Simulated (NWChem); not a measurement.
C3H4O; SMILES C1=COC1

```xyz
8

C     -0.5037    -0.9320     0.0000
C      0.7973    -0.5538     0.0000
O      0.6293     0.8217     0.0000
C     -0.8200     0.5458     0.0000
H     -1.0763    -1.8634     0.0000
H      1.8068    -0.9932     0.0000
H     -1.2921     0.9712    -0.9107
H     -1.2921     0.9712     0.9107
```
Atoms are numbered in this order, from 1.

Program: NWChem. Pople sets run with spherical d functions. Geometry: optimised at PBE-D3(BJ)/def2-SVP. Level: PBE0/6-31G* with COSMO at NWChem's default radii, gas-phase geometry; rows give the dielectric constant.

For dielectric constant 20.7:

```
Property                                   Value
-----------------------------------------  -----
electrostatic solvation energy (kcal/mol)   -3.8
dipole in solution (D)                      1.68
```

**Question.** What are these values for dielectric constant 2.4?

**Answer.** 
- electrostatic solvation energy (kcal/mol) = -2.2
- dipole in solution (D) = 1.52
